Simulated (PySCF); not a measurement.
SMILES C=Cc1ccc(B(O)O)cc1 at its GFN2-xTB optimised geometry (Å):

```
20

C     -2.7049    -3.0983     0.0795
C     -1.3920    -2.9160     0.0002
C     -0.6871    -1.6405     0.0000
C     -1.3375    -0.4052    -0.0046
C     -0.6184     0.7712    -0.0076
C      0.7785     0.7801    -0.0046
B      1.5656     2.1507    -0.0118
O      2.9235     2.2486     0.0590
O      0.8594     3.2994    -0.0935
C      1.4216    -0.4589     0.0000
C      0.7089    -1.6405     0.0000
H     -3.4034    -2.2829     0.1564
H     -3.1340    -4.0858     0.0731
H     -0.7472    -3.7845    -0.0670
H     -2.4160    -0.3656    -0.0113
H     -1.1333     1.7198    -0.0138
H      3.4034     1.4248     0.1196
H      1.4066     4.0858    -0.0938
H      2.5040    -0.5062    -0.0014
H      1.2376    -2.5843     0.0017
```

Computed with CAM-B3LYP/def2-SVP in PySCF. Cells within 0.4 Å of a nucleus heavier than hydrogen are left out (blank, or x).

Map of the electron localisation function on the plane z = 0.0 Å:

```
|0000000000000000000000000|
|0000000000000000000000000|
|0000000000000000000000000|
|0000000000000078500000000|
|0000000000002399700000000|
|0000000000047889202100000|
|0000000000038xx6047610000|
|0000000038303783479720000|
|000000008996010x8xx610000|
|0000000059982693479840000|
|00000000068x8x47039860000|
|00000066246x9xx5000100000|
|0000029994772594895000000|
|000000899xx403xx999600000|
|0000000466966596899400000|
|0000898003xx9xx3011000000|
|0002999726957599200000000|
|0000699x8xx50799900000000|
|0000036x82691199900000000|
|0000199934999017200000000|
|0000699910999000000000000|
|0000499900597000000000000|
|0000037300000000000000000|
|0000000000000000000000000|
|0000000000000000000000000|
```
Scale: ten equal steps from 0.000 (start of '0') to 1.000 (end of '9'), in the order '0123456789'; x runs from -6.50 to 6.50, y from -6.50 (bottom) to 6.50 (top).
